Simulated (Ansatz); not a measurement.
**Match the barriers**

Saddle point of AlH5O4, closed shell (AlH₅O₄ ([OH][OH][AlH]([OH])[OH]) → AlH₃O₄ ([OH][Al]1([OH])[O][OH]1) + H₂; bonds formed: Al1–O7, H2–H5; dative contacts that become bonds: Al1–O6; bonds broken: Al1–H2, H5–O6), PBE0-D4/def2-TZVP structure:

Al1  (-0.454, -0.131, 0.305)
H2  (-1.056, 1.516, 0.132)
O3  (1.139, -0.169, 0.910)
O4  (-1.746, -1.115, 0.742)
H5  (-0.572, 1.310, -0.753)
O6  (-0.082, 0.351, -1.433)
O7  (1.300, 0.437, -1.775)
H8  (1.448, -0.437, 1.770)
H9  (-1.712, -2.027, 1.019)
H10  (1.735, 0.265, -0.918)
(Å)

Program: Ansatz 0.2.0. Basis: def2-TZVPP, with def2-QZVPP for the basis limit. Cores are frozen in the correlated methods. Extrapolation: Hartree–Fock as exp(−7.88 √X), correlation as X^−2.97. Four methods, as single points on the PBE0-D4 structures, gave these electronic barriers from the start structure: 17.90, 20.47, 23.26, 32.62 kcal/mol.

Task: The methods were, in alphabetical order, BLYP-D4, CCSD(T), HF, PBE0-D4. Which gave which? (Judge from chemistry; the calculation decides.)

Result: Computed: BLYP-D4 17.90; PBE0-D4 20.47; CCSD(T) 23.26; HF 32.62 kcal/mol. For comparison, CCSD(T) at an estimated basis limit (MP2 extrapolated from triple and quadruple zeta, plus CCSD(T) − MP2 in triple zeta) gives 22.75 kcal/mol.

T1 diagnostic: at most 0.014.

Labels in which every atom is bracketed show which atoms are joined, not bond orders.

For scale, one of the runs: CCSD(T)/def2-TZVPP, 236 basis functions, launched by `ansatz run in.yaml --threads 4 --pin off --events-out ev --progress --plain --max-ram 9574MiB`. Hardware: 4 CPU threads of an Arm Neoverse V1, shared host. Wall time 2.6 min; peak host memory 4.5 GiB.
